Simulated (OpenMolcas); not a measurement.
# W4+: ligand-field states by method

W4+ with 4 ligands (fluoride) in tetrahedral coordination (Td) at 1.84 Å. Ligand basis ANO-RCC-VDZP.

| Quantity | Value |
| --- | --- |
| Program | OpenMolcas 26.06 |
| Basis | ANO-RCC-VDZP [7s6p4d2f1g] |
| Scalar Hamiltonian | DKH2, point nucleus |
| Active space | 2 electrons in 5 orbitals (5d) |
| State averaging | 2S+1 = 3 even, 10 roots; 2S+1 = 1 even, 15 roots |
| Spin-orbit coupling | RASSI with atomic mean-field integrals over the reference wave functions |

I. CASSCF
II. SS-CASPT2, IPEA 0.25 Eh, imaginary shift 0.1 Eh (the 31 lowest orbitals frozen, all others correlated)

Spin-free states (labels of Td) in cm-1, each column counted from its own energy of the first state listed:

```
   State  Degeneracy      I     II
     3A2           1      0      0
      1E           2  10113   8410
     3T2           3  15589  15010
     1A1           1  18189  16140
     3T1           3  21253  19880
2S+1 = 1           3  25595  22790
2S+1 = 1           3  26795  24520
     3T1           3  33496  32350
      1E           2  38473  36210
     1T2           3  42939  39140
     1A1           1  55818  48640
```

From I to II, I's first state of the same spin (3T2) moves from 15589 to 15010 cm-1, by about -580 cm-1.

From I to II, I's first state of another spin (1E) moves from 10113 to 8410 cm-1, by about -1700 cm-1.

χT at 300 K: I 0.56, II 0.55 cm3 K/mol.

The states above are spin-free; spin-orbit coupling is strong here and shifts and splits them by thousands of cm-1.

Roots that are degenerate in the reference are averaged as groups; the widest CASPT2 spread within a group is 190 cm-1 (the 3-fold group of multiplicity 1 near 24500 cm-1 above the lowest state of its run, II). Shifts and gaps below about the spread of the groups concerned are not significant. The least metal-like active orbital is 71 % on the metal (Löwdin) and no ligand orbital is active, so the numbers are rough. Ligand-to-metal charge-transfer states are missing. With no ligand orbital active B as a rule stays too high, so bands that hang on it stand too high and its fall with covalency is understated. Without dynamic correlation the repulsion within the d shell is too large (B by tens of per cent), so at a given field states of lower spin stand too high (holds for I). With metal d orbitals alone the field can be off either way by tens of per cent (holds for I). These CASPT2 states fit no ligand-field parameters well, so their order and spin gaps are uncertain (holds for II). With one d shell and no ligand orbital active, 10Dq can be off by a tenth or more (holds for II). No measured value stands beside these numbers; the geometry was imposed, not optimised, and the real ion may take another.
